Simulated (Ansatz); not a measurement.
Ag2Br2⁺, that is (AgBr)2 ring with one electron fewer. The state is a doublet with charge 1. Geometry r2SCAN-D4/def2-SVP, that of the neutral singlet.

| atom | x (Å) | y (Å) | z (Å) |
| --- | --- | --- | --- |
| Ag1 | 0.1974 | -1.3578 | 0.0919 |
| Br2 | -1.2513 | -0.3061 | -1.8146 |
| Ag3 | -0.1979 | 1.3578 | -0.0916 |
| Br4 | 1.2517 | 0.3061 | 1.8143 |

In the def2 sets Ag takes a core potential; there is no spin–orbit coupling. At PBE-D4/def2-TZVP the gap within one spin of the charge 1 doublet nearly closes, so an electron or hole may be smeared out by delocalisation error.

(1) Estimate the α-spin orbital energies around the gap (eV) in Ansatz with PBE-D4/def2-TZVP, r2SCAN-D4/def2-TZVP, PBE0-D4/def2-TZVP.

## Answers

(1) 
```tsv
orbital	PBE-D4/def2-TZVP	r2SCAN-D4/def2-TZVP	PBE0-D4/def2-TZVP
HOMO−5	-13.46	-13.75	-14.97
HOMO−4	-12.72	-12.98	-13.95
HOMO−3	-12.30	-12.58	-13.60
HOMO−2	-12.19	-12.47	-13.47
HOMO−1	-12.16	-12.39	-13.41
HOMO	-11.95	-12.23	-13.25
LUMO	-8.42	-8.15	-7.40
LUMO+1	-7.93	-7.63	-6.86
LUMO+2	-5.51	-5.17	-4.72
LUMO+3	-4.96	-4.53	-4.08
LUMO+4	-4.32	-3.92	-3.55
LUMO+5	-4.01	-3.43	-3.24
β HOMO	-11.83	-12.09	-13.10
β LUMO	-11.68	-11.72	-11.12
```
